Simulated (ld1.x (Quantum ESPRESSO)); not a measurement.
# Transferability test, TM potential for Se (Z = 34)

* Element: Se
* Generator: ld1.x (Quantum ESPRESSO) 7.5
* Type: norm-conserving Troullier–Martins (Kleinman–Bylander form)
* Functional: PBEsol
* Relativity: non-relativistic
* Frozen core: [Ar]
* Valence charge: 16
* Reference configuration: 3d10 4s2 4p4
* Partial waves: 4s (bound): rc 1.40 bohr; 3d (bound): rc 0.80 bohr; 4p (bound): rc 1.30 bohr
* Local potential: the p channel
* Core correction: none

Energies are relative to the spin-unpolarised reference configuration 3d10 4s2 4p4; without spin polarisation the order of configurations can differ from experiment.

(1) Give the all-electron excitation energy and the error of the potential for: 3d10 4s2 4p3; 3d10 4s2 4p2; 3d10 4s2 4p1; 3d10 4s2 4p3.5; 3d9 4s2 4p5; 3d10 4s0 4p6; 3d9 4s2 4p4.

Results:

(1)

| valence configuration | charge | ΔE all-electron (eV) | error AE − PS (meV) |
| --- | --- | --- | --- |
| 3d10 4s2 4p3 | +1 | 10.878 | +2.3 |
| 3d10 4s2 4p2 | +2 | 31.246 | +9.9 |
| 3d10 4s2 4p1 | +3 | 62.111 | +18 |
| 3d10 4s2 4p3.5 | +0.5 | 4.327 | +0.5 |
| 3d9 4s2 4p5 | 0 | 53.076 | -1064 |
| 3d10 4s0 4p6 | 0 | 20.713 | +10 |
| 3d9 4s2 4p4 | +1 | 65.517 | -987 |

ld1.x printed “convergence not achieved” for 6 of the counted tests; their residual had stalled under 1e-8, short of the target of 1e-14.
